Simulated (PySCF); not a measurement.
## Polarisability and C₆ of O (oxygen, neutral)

[He] 2s2 2p4, high-spin 3P determinant. Calculation: PySCF 2.14, in aug-cc-pVQZ with one added diffuse shell each of s, p, d, f, g type (7s6p5d4f3g, 105 functions); the non-relativistic Hamiltonian (point nucleus). Coupled (time-dependent) response in atomic units; α is the mean over directions.

```json
{"method": "UHF", "mean α (bohr³)": "4.788", "α xx, yy, zz": "4.586, 5.191, 4.586", "C₆ (like pair)": "13.91", "S(−4)": "10.68"}
{"method": "PBE", "mean α (bohr³)": "5.991", "α xx, yy, zz": "5.533, 6.907, 5.533", "C₆ (like pair)": "18.09", "S(−4)": "21.46"}
{"method": "PBE0", "mean α (bohr³)": "5.493", "α xx, yy, zz": "5.148, 6.185, 5.148", "C₆ (like pair)": "16.39", "S(−4)": "16.16"}
{"method": "BHandHLYP", "mean α (bohr³)": "5.163", "α xx, yy, zz": "4.885, 5.720, 4.885", "C₆ (like pair)": "15.20", "S(−4)": "13.40"}
{"method": "r2SCAN0", "mean α (bohr³)": "5.325", "α xx, yy, zz": "5.016, 5.944, 5.016", "C₆ (like pair)": "16.14", "S(−4)": "13.75"}
```

S(−4) is the Cauchy moment in α(ω) = α(0) + S(−4) ω² + …

Reference α: 5.3 ± 0.2 bohr³ (recommended; Schwerdtfeger and Nagle, table of static dipole polarizabilities (2023 update)). Published C₆: 15.60 (Chu and Dalgarno (2004); Tang, Norbeck and Certain (1976)).

α(iu) at PBE0:

```json
{"u (hartree)": "0", "α(iu) (bohr³)": "5.493"}
{"u (hartree)": "0.0500", "α(iu) (bohr³)": "5.454"}
{"u (hartree)": "0.100", "α(iu) (bohr³)": "5.340"}
{"u (hartree)": "0.200", "α(iu) (bohr³)": "4.952"}
{"u (hartree)": "0.300", "α(iu) (bohr³)": "4.464"}
{"u (hartree)": "0.500", "α(iu) (bohr³)": "3.519"}
{"u (hartree)": "0.750", "α(iu) (bohr³)": "2.615"}
{"u (hartree)": "1.00", "α(iu) (bohr³)": "1.992"}
{"u (hartree)": "1.50", "α(iu) (bohr³)": "1.250"}
{"u (hartree)": "2.00", "α(iu) (bohr³)": "0.8523"}
{"u (hartree)": "3.00", "α(iu) (bohr³)": "0.4660"}
{"u (hartree)": "5.00", "α(iu) (bohr³)": "0.2004"}
```

A single London oscillator, α(iu) = α/(1 + u²/ω²), gives C₆ = (3/4) ω α². Matching the computed C₆ needs ω = 4 × 16.39 / (3 × 5.493²) = 0.724 hartree.

The components differ because the open shell of this determinant is not spherical; for a pure term their mean is the scalar polarisability.
